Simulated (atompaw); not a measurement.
# Cutoff test, Te, PAW (atompaw)

atompaw 4.2.0.5 input, output lines left out:

```
Te 52
GGA-PBE scalarrelativistic loggrid 1500 logderivrange -5 5 251
5 5 4 0 0 0
5 1 4
0 0 0
c
c
c
c
v
c
c
c
v
c
v
2
2.20 1.14 1.70 1.90
y
3.35
n
y
0.7
n
y
-0.25
n
custom rrkj vanderbiltortho sinc
bessel
2.20
1.65
2.20
2.20
1.40
2.20
```

The pseudo-atom Hamiltonian at the reference potential is diagonalised in spherical Bessel functions j_l(qr) that vanish at 20 bohr, with q² up to the cutoff. All-electron valence levels (Ry): 5s -1.1105, 5p -0.4376, 4d -3.0614.

Problem. How do the lowest levels (Ry) of each channel move with the cutoff, and are there ghosts?

Solution.

```
cutoff (Ry)     s #1     p #1     d #1    f #1  Σ f·Δε (mRy)
          8  -1.1102  -0.4368   0.0563  0.1126       31181.4
         12  -1.1104  -0.4374   0.0562  0.1126       31178.5
         18  -1.1105  -0.4375   0.0472  0.1126       31087.1
         30  -1.1105  -0.4376  -2.6513  0.1126        4101.5
         40  -1.1105  -0.4376  -3.0144  0.1126         470.9
         50  -1.1105  -0.4376  -3.0578  0.1126          37.1
         60  -1.1105  -0.4376  -3.0599  0.1126          15.7
         80  -1.1105  -0.4376  -3.0608  0.1126           6.9
        110  -1.1105  -0.4376  -3.0613  0.1126           1.5
        140  -1.1105  -0.4376  -3.0614  0.1126           0.4
        180  -1.1105  -0.4376  -3.0615  0.1126           0.2
        400  -1.1105  -0.4376  -3.0615  0.1126           0.0
```

Result: no extra level below or beside the all-electron valence levels (s, p, d, f tested); 10 mRy is reached at 80 Ry and 1 mRy at 140 Ry.
